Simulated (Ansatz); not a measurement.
```yaml
crystal:
  periodic: [false, false, false]
  atoms:
    - {symbol: C, position_ang: [0.009251, -0.924857, -1.145878]}
    - {symbol: O, position_ang: [0.463839, -0.596181, 0.150923]}
    - {symbol: B, position_ang: [0.110979, 0.503103, 0.827211]}
    - {symbol: O, position_ang: [0.616567, 0.700887, 2.062908]}
    - {symbol: Br, position_ang: [-1.117248, 1.824419, 0.065770]}
    - {symbol: H, position_ang: [0.293931, -0.156061, -1.867481]}
    - {symbol: H, position_ang: [-1.076636, -1.040707, -1.162406]}
    - {symbol: H, position_ang: [0.477475, -1.869211, -1.420369]}
    - {symbol: H, position_ang: [0.310343, 1.512407, 2.472220]}
basis:
  gaussian: {orbitals: def2-SVP}
hamiltonian: {xc: {name: wB97X-D}}
accuracy: high
scf: {lower_state_search: light}
output: {forces: true}
```

```sh
$ ansatz run in.yaml --threads 4 --pin off --events-out ev --progress --plain --max-ram 10444MiB
```

Output, abridged:

```
Error: YAML parse error: error: line 15 column 19: hamiltonian.xc: no functional is named "wB97X-D"; the names, which are not case-sensitive, are SVWN5, SPW92, PBE, PBE0, PBEsol, revPBE, revPBE0, RPBE, rPW86-PBE, HSE06, wPBEh, LC-wPBE, HISS, HF, BLYP, B3LYP, B3LYP5, BHLYP, CAM-B3LYP, r2SCAN, r2SCANh, r2SCAN0, r2SCAN50, m-r2SCAN, B97, wB97, wB97X, wB97X-V, B97M-V, wB97M-V, B2PLYP, B2GP-PLYP, PBE0-DH, PBE-QIDH
13 | basis:
14 |   gaussian: {orbitals: def2-SVP}
15 | hamiltonian: {xc: {name: wB97X-D}}
16 | accuracy: high
17 | scf: {lower_state_search: light}
```

Problem. What is wrong with this run?

Solution. The method's name isn't one that the program takes here. The input was rejected before any iteration.

HSE06 is defined as in plane-wave codes.
